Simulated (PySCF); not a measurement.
From one molecule to another.

First species: C9H13P.
SMILES: `CC(C)(C)C1=CC=CC=P1`

Second species: C10H11N.
Bonds: C1–C2, C2–C3, C3–C4, C4–C5 (aromatic), C5–C6 (aromatic), C6–C7 (aromatic), C7–C8 (aromatic), C8–C9, C9–N10 (triple), C8–C11 (aromatic), C4–C11 (aromatic). Hydrogens: H12, H13, H14 on C1; H15, H16 on C2; H17, H18 on C3; H19 on C5; H20 on C6; H21 on C7; H22 on C11.

Levels: PBE0/pcSseg-1 for dipole moment, HOMO energy, LUMO energy and HOMO–LUMO gap; GFN2-xTB for rotational constant A and rotational constant C. Geometries: GFN2-xTB. Each species is one conformer at its optimised geometry, gas phase, non-relativistic unless stated; the electronic structure was computed with PySCF and density fitting.

The conformers computed, where there is a choice (atom-mapped SMILES and torsion angles):
- `[CH3:1][C:2]([CH3:3])([CH3:4])[c:5]1[cH:6][cH:7][cH:8][cH:9][p:10]1`: C1–C2–C5–C6 178°
- `[CH3:1][CH2:2][CH2:3][c:4]1[cH:5][cH:6][cH:7][c:8]([C:9]#[N:10])[cH:11]1`: C1–C2–C3–C4 180°, C2–C3–C4–C5 -89°

| property | column X | column Y |
| --- | --- | --- |
| dipole moment | 1.50 D | 5.00 D |
| HOMO energy | -6.96 eV | -7.61 eV |
| LUMO energy | -1.32 eV | -1.48 eV |
| HOMO–LUMO gap | 5.64 eV | 6.13 eV |
| rotational constant A | 2.056 GHz | 2.103 GHz |
| rotational constant C | 0.721 GHz | 0.488 GHz |

Task: Which column belongs to which species?

Result: Column X is the first species and column Y the second. The first has 23 atoms and 82 electrons, the second 22 and 78.

Task: How does each property change from the first species to the second?

Result: dipole moment +3.50 D; HOMO energy -0.65 eV; LUMO energy -0.16 eV; HOMO–LUMO gap +0.49 eV; rotational constant A +0.047 GHz; rotational constant C -0.233 GHz.

On the first: In atomic units the dipole is 0.59 e·bohr (1 au = 2.5417 D).

On the second: In atomic units the dipole is 1.97 e·bohr (1 au = 2.5417 D).
